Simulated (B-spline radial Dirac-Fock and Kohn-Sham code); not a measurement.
**Core-level shifts of tantalum with charge state**

Level of theory: Dirac-Fock (average of configuration) total-energy differences with a finite nucleus, the Breit interaction including its frequency dependence, and self-energy and vacuum-polarisation corrections; a radial finite-basis atomic code. Each ion is free and in its tabulated ground configuration. Correlation energy is missing from these numbers.

Reference: Ta⁶⁶⁺, [He] 2s2 2p3, with K 74458.1 eV. Shifts from it, in eV (a dash: the subshell is empty, belongs to an open shell averaged over j, or its hole state is left out as unreliable):

```csv
ion,configuration,K
Ta⁶⁷⁺,[He] 2s2 2p2,+489.3
Ta⁶⁸⁺,[He] 2s2 2p1,+983.8
Ta⁶⁹⁺,[He] 2s2,+1483.5
Ta⁷¹⁺,1s2,+2389.4
Ta⁷²⁺,1s1,?
```

Problem. Give the missing shifts for Ta⁷²⁺.

Solution. K +3936.3 (eV).

Values without a named source are computed, but for edge energies of neutral atoms, which are taken from tables.
